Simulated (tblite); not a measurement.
Compound: C5H12Si2.
Numbering: `[CH2:1]=[CH:2][CH2:3]/[C:4]([SiH3:5])=[CH:6]/[SiH3:7]` (hydrogens: H8, H9 on C1; H10 on C2; H11, H12 on C3; H13, H14, H15 on Si5; H16 on C6; H17, H18, H19 on Si7)

Geometry (GFN2-xTB, Å), atoms numbered from 1 in this order:
```
atom  x, y, z in Å
C1    -2.6728    1.6270   -0.0987
C2    -2.1195    0.4413    0.0711
C3    -1.1950   -0.2100   -0.9095
C4     0.1694   -0.3848   -0.2830
Si5    0.2881   -1.6431    1.1234
C6     1.1976    0.3534   -0.7052
Si7    2.9613    0.3299   -0.0596
H8    -3.3223    2.0671    0.6390
H9    -2.5051    2.2089   -0.9905
H10   -2.2961   -0.1229    0.9783
H11   -1.1279    0.3972   -1.8161
H12   -1.5940   -1.1933   -1.1788
H13   -0.8540   -2.5603    1.0204
H14    1.5298   -2.4096    1.0119
H15    0.2306   -0.9550    2.4171
H16    1.0092    1.0546   -1.5163
H17    3.6654   -0.8663   -0.5350
H18    2.9831    0.3552    1.4052
H19    3.6424    1.5198   -0.5809
```

All values are computed: GFN2-xTB (tblite) harmonic vibrations without scaling, gas phase. Against measured fundamentals such values can be off by several per cent, at times by over 20. Modes of hydrogen on silicon can be 10 to 20 % off. One conformer, not necessarily the lowest.

Harmonic wavenumbers (cm⁻¹): 44.7, 57.7, 71.7, 101.0, 138.2, 153.8, 209.2, 292.4, 357.3, 395.5, 426.3, 526.6, 539.7, 551.4, 569.7, 614.1, 673.6, 768.3, 780.2, 788.0, 793.7, 796.8, 807.7, 823.4, 830.3, 890.3, 934.8, 959.6, 1020.5, 1087.4, 1116.4, 1177.7, 1257.6, 1290.3, 1315.4, 1416.5, 1471.4, 1634.5, 1716.4, 2216.8, 2221.7, 2230.8, 2235.3, 2244.2, 2258.7, 2930.8, 2961.2, 2967.7, 3048.8, 3096.5, 3120.8.

A = 2424, B = 970.6, C = 768.9 MHz; mass 128.048 u (most abundant isotopes); point group C1, symmetry number 1.

Problem. Zero-point energy?

Solution. Half the sum of the wavenumbers: 30467 cm⁻¹ = 87.11 kcal/mol.

Problem. Entropy at 400 K, 1 bar (ideal gas, RRHO, classical rotation)?

Solution. Translation 41.94, rotation 30.44, vibration 46.12: S = 118.5 cal/(mol K).

Problem. And Cp and H(400 K) − H(0)?

Solution. Cp = 52.77 cal/(mol K), of which vibrations give 44.82 (their classical limit is 51 R = 101.3); H(400 K) − H(0) = 12.51 kcal/mol without the zero-point energy, 9.33 from vibrations.

Problem. What must be added to the electronic energy to get the Gibbs energy at 400 K and 1 bar?

Solution. ZPE + [H(400 K) − H(0)] − T·S = 87.11 + 12.51 − 47.40 = 52.22 kcal/mol.

Problem. How do the functions run with temperature in this model?

Solution. 
```csv
T (K),S (cal/(mol K)),Cp (cal/(mol K)),H − H(0) (kcal/mol),G − H(0) (kcal/mol),ln q(vib)
150,81.8,25.6,2.59,-9.68,3.96
250,97.5,37.1,5.72,-18.66,7.01
298.15,104.5,42.6,7.64,-23.52,8.46
600,142.9,67.5,24.64,-61.09,17.19
900,173.2,81.6,47.18,-108.66,25.09
```

q(vib) and H(0) count from the zero-point level.

Hindered rotation and anharmonicity are outside this model. Other conformers, if any are populated, would add a mixing term that is left out. The structure is chiral; the term R ln 2 for an equal mix with its mirror image is left out.
